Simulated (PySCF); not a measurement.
**Dipole response of Rb+ (rubidium, charge +1)**

[Kr], closed-shell 1S. Calculation: PySCF 2.14, in aug-cc-pwCVTZ-X2C; the spin-free X2C one-electron Hamiltonian (Gaussian nucleus). Coupled (time-dependent) response in atomic units; α is the mean over directions.

```json
{"method": "wB97M-V", "mean α (bohr³)": "9.366", "C₆ (like pair)": "55.60", "S(−4)": "14.79"}
```

S(−4) is the Cauchy moment in α(ω) = α(0) + S(−4) ω² + …

α(iu) at wB97M-V:

```
u (hartree)  α(iu) (bohr³)
          0          9.366
     0.0500          9.329
      0.100          9.220
      0.200          8.815
      0.300          8.224
      0.500          6.818
      0.750          5.179
       1.00          3.922
       1.50          2.364
       2.00          1.542
       3.00         0.7883
       5.00         0.3162
```

For an ion, C₆ is the dispersion term alone; charge-induced terms of lower order in 1/R come first.
